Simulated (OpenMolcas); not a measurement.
A calculation on Al II.

```json
{"Program": "OpenMolcas 26.06", "Method": "SS-RASPT2, IPEA 0.25 Eh, imaginary shift 0.1 Eh (closed shells correlated: 2s 2p)", "Basis": "ANO-RCC-VTZP [5s4p2d1f]", "Scalar Hamiltonian": "DKH2, point nucleus", "Active space": "2 electrons in 9 orbitals (RAS2 3s 3p; RAS3 3d, at most 2 electrons)", "State averaging": "2S+1 = 3 even, 3 roots; 2S+1 = 1 even, 7 roots; 2S+1 = 3 odd, 3 roots; 2S+1 = 1 odd, 3 roots", "Spin-orbit coupling": "state interaction with AMFI integrals over the reference wave functions, term energies averaged over their components"}
```

**Question.** Which level of the active space comes out lowest?

**Answer.** 3s² ¹S₀, with 100 % of that term; it is also the measured ground level.

**Question.** How high does 3s 3p ³P°₀ lie?

**Answer.** 36735 cm⁻¹ above the lowest level; measured 37393 cm⁻¹ above the ground level, so the calculation is off by -2 %.

**Question.** How high does 3s 3p ¹P°₁ lie?

**Answer.** 59743 cm⁻¹ above the lowest level; measured 59852 cm⁻¹ above the ground level, so the calculation is off by 0 %.

**Question.** How high does 3s 3p ³P°₂ lie?

**Answer.** 36887 cm⁻¹ above the lowest level; measured 37578 cm⁻¹ above the ground level, so the calculation is off by -2 %.

Measured values: NIST Handbook of Basic Atomic Spectroscopic Data.

Active for correlation alone: 3d; no level in the range computed is led by a configuration that fills it, so any true level of that kind is missing. Measured partners are found by configuration, term and J. A level has none where our copy of the source lacks it or the pairing is in doubt (some pairs that miss far off the trend of their configuration count as doubtful), and it then counts in no deviation. Only configurations of the active space appear.

° marks odd parity.
